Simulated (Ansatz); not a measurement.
Ansatz (a program for electronic structure) input (RI-MP2/def2-QZVPPD):
A basis named .json is the Basis Set Exchange file of that set.

Ansatz 0.2 input:
```yaml
crystal:
  periodic: [false, false, false]
  atoms:
    - {symbol: N, position_ang: [-1.40452789, -1.90513253, -0.13938589]}
    - {symbol: Al, position_ang: [0.07537773, -0.95329786, -0.06641011]}
    - {symbol: N, position_ang: [1.68664741, -1.66281670, -0.10917010]}
    - {symbol: Br, position_ang: [-0.10290235, 1.30140009, 0.09066014]}
    - {symbol: H, position_ang: [-2.32794205, -1.50362387, -0.11523829]}
    - {symbol: H, position_ang: [-1.45559044, -2.90856131, -0.20984738]}
    - {symbol: H, position_ang: [1.89478657, -2.64592678, -0.17709793]}
    - {symbol: H, position_ang: [2.53558104, -1.12237450, -0.06769806]}
basis:
  gaussian:
    orbitals: def2-QZVPPD.json
    fitting: {mean_field: def2-universal-jkfit, correlation: def2-QZVPPD-RIFIT.json}
magnetization: {spin_polarized: true, initial_magnetization: 2}
correlation: {method: mp2, electrons: outside_noble_gas}
```

End of the output:

```
mean field evaluation 1: about -79601.4226 eV, gradient 4.1e1 eV
mean field evaluation 2: about -79603.7073 eV, gradient 3.5e1 eV
mean field evaluation 4: about -79609.3650 eV, gradient 2.3e0 eV
mean field evaluation 8: about -79609.7752 eV, gradient 4.3e-1 eV
mean field evaluation 16: about -79610.7381 eV, gradient 8.4e-2 eV
mean field evaluation 32: about -79606.1116 eV, gradient 1.9e1 eV
mean field evaluation 64: about -79609.8902 eV, gradient 9.4e-1 eV
mean field evaluation 96: about -79609.6439 eV, gradient 2.3e0 eV
mean field evaluation 128: about -79610.7383 eV, gradient 4.8e-4 eV
mean field -79611.61151555 eV, -2925.6727605079 hartree, gradient 2.9e-6 eV, S^2 2.008333; 15 other end points of the search recorded, 0 dependent functions left out
21 core orbitals not correlated
1071 factors; their error is unknown
reference -79611.61151555 eV, -2925.6727605079 hartree; 13, 11 occupied and 398, 400 virtual orbitals, 1071 factors
second order -18.47559287 eV of doubles, -0.00000000 eV of singles
Total energy: -79630.08710841 eV, -2926.3517260226 hartree
```

This state (charge 0, triplet) is run at the relaxed geometry of the species with charge 0 and multiplicity 1, and is a spin state other than that species' own.
